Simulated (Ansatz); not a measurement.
Reaction (formal exchange of groups at the Se–C bond): `C/N=C/[SeH]` + `[F][Hf]([SeH])([SeH])[SeH]` → `[SeH][Hf]([SeH])([SeH])[SeH]` + `C/N=C\F`

Calculated with Ansatz (gas phase, PBE0-D4/def2-TZVP geometries, no zero-point term in ΔE). CBS: MP2 limit from def2 TZ/QZ plus the TZ coupled-cluster correction, frozen cores. Double bonds are as drawn, so ΔE can hold a change between cis and trans. DFT in def2-TZVPP. B3LYP here is the variant with VWN-RPA as its local correlation; programs differ in this. def2 core potentials past Kr. For Hf, Se outer-core shells are correlated without core-valence functions, which leaves a few kJ/mol of doubt a bond. Scalar relativity is left out up to krypton. One conformer a species, not always the lowest.

`C/N=C/[SeH]`:

Z-matrix (Å, degrees):
```
C
N 1 1.440
H 1 1.100 2 113.6
H 1 1.093 2 109.2 3 121.7
H 1 1.093 2 109.2 3 -121.7
C 2 1.252 1 118.2 3 0.1
Se 6 1.901 2 120.1 1 180.0
H 6 1.098 2 124.7 1 -0.0
H 7 1.468 6 94.0 2 -179.9
```

`[F][Hf]([SeH])([SeH])[SeH]`:

Cartesian coordinates in Å:
```
F 0.598 1.326 -2.266
Hf 0.180 0.400 -0.683
Se -1.958 1.382 0.343
Se -0.188 -2.084 -1.216
Se 2.118 0.639 0.985
H -1.334 1.148 1.657
H -1.254 -2.058 -0.199
H 1.838 -0.754 1.380
```

`[SeH][Hf]([SeH])([SeH])[SeH]`:

Cartesian coordinates in Å:
```
Se 0.799 -2.312 -0.730
Hf 0.000 0.000 0.000
Se -1.656 -0.189 1.934
Se 2.015 1.366 0.769
Se -1.157 1.135 -1.972
H -0.628 -2.692 -0.691
H -0.681 -1.127 2.527
H 2.364 1.446 -0.664
H -1.056 2.373 -1.172
```

`C/N=C\F`:

Cartesian coordinates in Å:
```
C -0.685 -0.758 -0.208
N -0.404 0.507 0.425
C 0.716 1.031 0.354
F 1.779 0.514 -0.297
H 0.155 -1.186 -0.761
H -1.005 -1.465 0.560
H -1.530 -0.624 -0.887
H 0.974 1.981 0.814
```

| level | ΔE (kJ/mol) | difference from CCSD(T)/CBS |
| --- | --- | --- |
| r2SCAN-D4 | 82.2 | 3.8 |
| PBE0-D4 | 77.0 | -1.4 |
| ωB97X-V | 86.9 | 8.5 |
| ωB97M-V | 83.4 | 5.0 |
| PBE0 | 79.8 | 1.4 |
| B3LYP | 89.2 | 10.8 |
| HF/def2-TZVPP | 80.4 | 2.0 |
| MP2/def2-TZVPP | 72.2 | -6.2 |
| SCS-MP2/def2-TZVPP | 77.7 | -0.7 |
| CCSD/def2-TZVPP | 79.1 | 0.7 |
| CCSD(T)/def2-TZVPP | 76.2 | -2.2 |
| HF/def2-QZVPP | 82.4 | 4.0 |
| MP2/def2-QZVPP | 74.2 | -4.2 |
| SCS-MP2/def2-QZVPP | 80.0 | 1.6 |
| HF/CBS(def2) | 82.7 | 4.3 |
| CCSD/CBS(def2) | 81.3 | 2.9 |
| CCSD(T)/CBS | 78.4 | 0 |

Largest T1 diagnostic among the species: 0.014.

The D4 term adds −4.4 kJ/mol with B3LYP and −2.8 kJ/mol with PBE0; it sums over pairs of atoms, weighted by their polarisabilities, and B3LYP, whose exchange is more repulsive, gets the larger term. From PBE to PBE0 (25 % exact exchange), in def2-TZVPP and without D4, ΔE moves by −5.3 kJ/mol. In def2-TZVPP, CCSD(T) changes the Hartree–Fock value by −4.2 kJ/mol (the triples alone add −2.9 kJ/mol) and MP2 by −8.2 kJ/mol.
